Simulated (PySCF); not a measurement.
C₂H₆BClO.
Geometry (PBE0-D3(BJ)/def2-SVP, Å), atoms numbered from 1 in this order:
```
atom  x, y, z in Å
C1    -0.7625    2.7314    0.7012
O2    -1.5349    3.9019    0.7600
B3    -2.8740    3.9343    0.8526
C4    -3.8208    2.6830    0.9204
Cl5   -3.5705    5.5671    0.9413
H6    -0.4669    2.5275   -0.3404
H7     0.1508    2.8863    1.2938
H8    -1.2939    1.8519    1.0970
H9    -3.9013    2.3515    1.9711
H10   -4.8381    2.9280    0.5866
H11   -3.4530    1.8243    0.3385
```

A calculation gives these core lines: B 1s: 197.59 eV; C 1s: 290.59 (area 1), 292.86 (area 1) eV; O 1s: 539.07 eV; Cl 1s: 2828.29 eV; Cl 2p3/2: 205.70 eV.

Computed with PySCF, delta-SCF UKS SCAN, pcX-2 on the ionised atom, pcseg-1 elsewhere, spin-free X2C. One conformer (not necessarily the lowest) at the PBE0-D3(BJ)/def2-SVP geometry, without solvent, vibrations or thermal averaging.

(1) Which carbon gives which C 1s line?

Results:

(1) 290.59 eV: C4 (sp3 carbon bound to boron); 292.86 eV: C1 (methoxy carbon). Lowest listed C 1s: C4, bonded to 3 H and B. Highest, 2.27 eV above it: C1, bonded to O and 3 H. Summing the Pauling electronegativity differences to the bonded atoms, each weighted by its formal bond order, gives -1.56 for the lowest site and -0.16 for the highest.

Bonded neighbours of each site: C1: O and 3 H; O2: C and B; B3: O, Cl and C; C4: 3 H and B; Cl5: B.

Question: Express the binding energy of C 1s of C1 in atomic units and per mole.

Answer: 292.86 eV = 10.7624 Eh = 28257 kJ/mol.

Spin–orbit coupling isn't in the SCF: each 2p doublet comes from a relaxed spin-free hole plus a matrix of the shell (mean-field spin–orbit coupling and the ground-state 2p splitting), with 2p3/2 averaged over its two sublevels. 2p1/2 minus 2p3/2 (ligand field included): Cl 1.65 eV.
